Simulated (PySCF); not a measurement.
Ne⁺ (neon, charge +1): TPSS calculation

Configuration: [He] 2s2 2p5, 2P determinant. All numbers are calculated (PySCF 2.14, the non-relativistic Hamiltonian (point nucleus), in def2-SVP (3s2p1d, 14 functions)).

* Total energy: -128.0239 hartree
* One-electron energy: -174.7569 hartree
* Hartree (Coulomb) energy: 58.7136 hartree
* Exchange-correlation energy: -11.9806 hartree
* Kinetic energy: 127.60882 hartree
* ⟨S²⟩: 0.7508
* ⟨L²⟩: 2.003
* Sum of ⟨r⟩: 6.477 bohr
* Sum of ⟨r²⟩: 6.947 bohr²
* Traceless quadrupole moment −½Σ⟨3z² − r²⟩ along its main axis: 0.421 e·bohr²
* Density at the nucleus (Gaussians lack the cusp): 562 bohr⁻³
* Spin density at the nucleus: 0.451 bohr⁻³
* Langevin diamagnetic susceptibility: -5.50 ×10⁻⁶ cm³/mol
* Time after the integrals: 0.22 s of wall time on 1 thread of Neoverse-N1 (shared host)

```csv
shell,electrons,mean orbital energy (hartree),spread (hartree),"rms radius, mean of both spins (bohr)"
1s α,1,-31.52200,0,0.183
1s β,1,-31.48242,0,0.183
2s α,1,-2.08163,0,0.960
2s β,1,-1.98900,0,0.960
2p α,3,-1.23413,0.11514,1.00
2p β,2,-1.16244,0,1.00
```
